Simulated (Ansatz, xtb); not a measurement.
A geometry optimisation of ClCuH4Si2 with r2SCAN-D4/def2-SVP

The starting geometry of this gas-phase singlet has its atoms placed at random.

```xyz
8

Cl    0.7070    0.5682   -1.0915
Cu    1.0288   -0.3017    1.0832
Si   -1.3864    1.2463   -0.3154
Si    0.4563   -1.3076   -1.4629
H    -0.5533    0.5387   -1.2677
H    -1.5775   -1.1837   -1.2054
H     0.6470   -2.0449   -0.0790
H    -0.1982    1.8849   -0.1145
```

**Question.** Guess where an optimisation with r2SCAN-D4/def2-SVP ends from this start.

**Answer.** It ends as a structure with Cl1 bridging Si4 and Si3, H6 bridging Cu2 and Si4, H7 bridging Si4 and Cu2, given below by its coordinates. Distances that change by over a tenth: Cl1–Cu2 (2.36 → 2.90 Å), Cl1–Si4 (1.93 → 2.43 Å), Si3–H8 (1.36 → 1.50 Å). Contacts that open: Cl1–H5 (1.27 → 2.96 Å). Contacts that close: Cu2–Si3 (3.19 → 2.22 Å), Cu2–Si4 (2.80 → 2.42 Å), Cu2–H6 (3.58 → 1.78 Å), Cu2–H7 (2.13 → 1.78 Å), Si4–H6 (2.05 → 1.61 Å).

The energy falls by 11.95 eV over 18 steps:

```
step  E − E(last) (eV)
   1            11.948
   3             5.097
   5             2.450
   7             1.147
   9             0.488
  10             0.310
  12             0.090
  14             0.010
  16             0.000
  18             0.000
```

Final geometry (Å):

```xyz
8

Cl    0.8293    0.4130   -1.7830
Cu   -0.6568   -0.9268    0.3207
Si   -0.7334    1.2250   -0.2163
Si    0.9270   -1.9482   -1.2041
H    -1.6458    1.9219   -1.1877
H    -0.6735   -2.0329   -1.0703
H     0.9822   -1.6122    0.3678
H     0.0948    2.3604    0.3198
```

From the same start GFN2-xTB ends elsewhere, differing in Cl1–Si3 (2.71 against 2.36 Å here), Cu2–Si4 (3.39 against 2.42 Å here), Cu2–H6 (3.40 against 1.78 Å here), Si4–H7 (3.69 against 1.61 Å here).

From so rough a start the end depends on the optimiser's path, so another program may land elsewhere. The end wasn't checked by frequencies. Run with Ansatz 0.2.0, 71 s on 2 threads of Arm Neoverse V2, with other jobs on the host.
